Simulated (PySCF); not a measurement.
Ni⁺ (nickel, charge +1) across methods

[Ar] 3d8 4p1, one real determinant (an excited configuration). Computed with PySCF 2.14 in aug-pcseg-2, with no relativity, point nucleus.

```tsv
method	E (hartree)	mean ε 3d α (eV)	mean ε 3d β (eV)	mean ε 4p α (eV)	Σ⟨r²⟩ (bohr²)	⟨S²⟩
M06-L	-1507.714	-20.594	-18.637	-8.656	27.39	3.752
PBE0	-1507.550	-23.246	-21.314	-9.577	28.21	3.751
LDA	-1505.082	-20.843	-18.914	-9.009	27.90	3.750
r2SCAN	-1507.764	-20.799	-19.106	-9.104	27.85	3.751
UHF	-1506.40834	-30.760	-28.153	-10.860	29.29	3.752
wB97X	-1507.798	-25.610	-23.823	-11.131	28.32	3.751
r2SCAN0	-1507.733	-23.484	-21.603	-9.651	27.98	3.751
MN15	-1508.027	-24.401	-22.318	-9.900	28.43	3.751
```

Question: Estimate the same row for PBE.

Answer: E (hartree) = -1507.526; mean ε 3d α (eV) = -20.529; mean ε 3d β (eV) = -18.783; mean ε 4p α (eV) = -8.991; Σ⟨r²⟩ (bohr²) = 28.15; ⟨S²⟩ = 3.750.

⟨L²⟩ = 14.04 against 20 for a pure G term, so this real determinant mixes terms.
